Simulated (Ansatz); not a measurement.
Reaction (formal hydrolysis of a Ti–S bond): `[F][Ti]([F])([SH])[SH]` + H₂O → `[OH][Ti]([F])([F])[SH]` + H₂S

Gas-phase electronic energies from Ansatz, PBE0-D4/def2-TZVP geometries. CCSD(T)/CBS adds triple-zeta CCSD(T) − MP2 to the extrapolated MP2 energy (def2 sets, frozen cores). This one scheme is used for every species. Functionals use def2-TZVPP. For Ti outer-core shells are correlated without core-valence functions, which leaves a few kJ/mol of doubt a bond. Scalar relativity is left out up to krypton. One conformer a species, not always the lowest.

`[F][Ti]([F])([SH])[SH]`:

```xyz
7

F     1.171   -0.007    1.806
Ti    0.323    0.432    0.348
F     0.403    2.111   -0.111
S    -1.905    0.000    0.519
S     1.222   -0.912   -1.253
H    -1.658   -1.272    0.891
H     0.442   -0.353   -2.200
```

H₂O:

Cartesian coordinates in Å:
```
O 0.145 0.340 0.121
H -0.435 -0.252 0.604
H 0.289 -0.088 -0.725
```

`[OH][Ti]([F])([F])[SH]`:

Z-matrix (Å, degrees):
```
Ti
F 1 1.754
F 1 1.752 2 108.7
O 1 1.759 2 111.7 3 124.7
S 1 2.285 2 110.3 3 -119.6
H 4 0.958 1 142.0 2 -141.4
H 5 1.348 1 91.3 2 61.3
```

H₂S:

Z-matrix (Å, degrees):
```
S
H 1 1.341
H 1 1.341 2 92.3
```

| level | ΔE (kJ/mol) |
| --- | --- |
| r2SCAN-D4 | -35.6 |
| SCS-MP2/def2-QZVPP | -33.8 |

(1) What does CCSD(T)/CBS give? (Best estimate.)

Largest T1 diagnostic among the species: 0.026, so the coupled-cluster value is less sure than usual.

## Answers

(1) Ansatz gave: -32.4 kJ/mol. The listed levels differ from it by -3.2, -1.4 kJ/mol.

The D4 term adds +5.2 kJ/mol with B3LYP and +2.9 kJ/mol with PBE0; it sums over pairs of atoms, weighted by their polarisabilities, and B3LYP, whose exchange is more repulsive, gets the larger term. In def2-TZVPP, CCSD(T) changes the Hartree–Fock value by +21.3 kJ/mol (the triples alone add +8.0 kJ/mol) and MP2 by +29.4 kJ/mol.

B3LYP here is the variant with VWN-RPA as its local correlation; programs differ in this.
